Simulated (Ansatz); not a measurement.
Coupled-cluster run, `F[SiH]1NC(=[Se])O1`.

```yaml
crystal:
  periodic: [false, false, false]
  atoms:
    - {symbol: F, position_ang: [-1.395698, -0.055543, 1.906626]}
    - {symbol: Si, position_ang: [-0.100141, -0.305419, 1.048440]}
    - {symbol: N, position_ang: [0.242432, 0.830159, -0.194055]}
    - {symbol: C, position_ang: [0.021964, -0.158609, -1.121825]}
    - {symbol: Se, position_ang: [0.155104, -0.146797, -2.880724]}
    - {symbol: O, position_ang: [-0.334538, -1.230081, -0.331945]}
    - {symbol: H, position_ang: [0.958191, -0.744028, 1.962860]}
    - {symbol: H, position_ang: [0.544886, 1.753318, -0.445278]}
basis:
  gaussian: {orbitals: def2-SVP}
correlation: {method: ccsd_t}
```

```sh
$ ansatz run in.yaml --threads 4 --pin off --events-out ev --progress --plain --max-ram 10444MiB
```

The program prints (abridged):

```
Functional definition: HF
1122 factors; integrals over basis functions are off by at most 1.0e-3 eV
mean field evaluation 1: about -80434.3158 eV, gradient 4.2e1 eV
mean field evaluation 2: about -80434.3716 eV, gradient 4.2e1 eV
mean field evaluation 4: about -80438.1991 eV, gradient 3.9e0 eV
mean field evaluation 8: about -80438.2540 eV, gradient 1.2e-1 eV
mean field evaluation 16: about -80438.1781 eV, gradient 1.4e0 eV
mean field -80438.25410714 eV, -2956.0513154306 hartree, gradient 4.0e-6 eV, S^2 0.000000; 0 other end points of the search recorded, 0 dependent functions left out
18 core orbitals not correlated: weight in the atoms' cores, before any rotation towards them, 1.000 or more for the frozen orbitals, at most 0.000 for the correlated occupied ones
reference -80438.25410714 eV, -2956.0513154306 hartree; 22, 22 occupied and 76, 76 virtual orbitals, 1122 factors
second order -26.45212928 eV of doubles, -0.00000000 eV of singles
cycle   1  -26.03437614 eV  change    4.2e-1 eV  update   1.4e-1
cycle   2  -26.72772621 eV  change   -6.9e-1 eV  update   4.1e-2
cycle   3  -26.90239314 eV  change   -1.7e-1 eV  update   2.4e-2
cycle   4  -26.88378449 eV  change    1.9e-2 eV  update   7.3e-3
cycle   5  -26.87871058 eV  change    5.1e-3 eV  update   3.8e-3
cycle   6  -26.88093868 eV  change   -2.2e-3 eV  update   1.3e-3
cycle   7  -26.88044793 eV  change    4.9e-4 eV  update   6.4e-4
cycle   8  -26.88033891 eV  change    1.1e-4 eV  update   2.2e-4
cycle   9  -26.88054877 eV  change   -2.1e-4 eV  update   8.2e-5
cycle  10  -26.88058788 eV  change   -3.9e-5 eV  update   2.9e-5
perturbative correction -0.82934792 eV, -0.0304779739 hartree
Total energy: -80465.96404294 eV, -2957.0696367886 hartree
```

Run time 8.5 s (4 threads of an Arm Neoverse V2 on a shared host); peak host memory 0.62 GiB.

The correlation energy is -27.710 eV, 3.0 % of it from (T); the T1 diagnostic reads 0.0156.
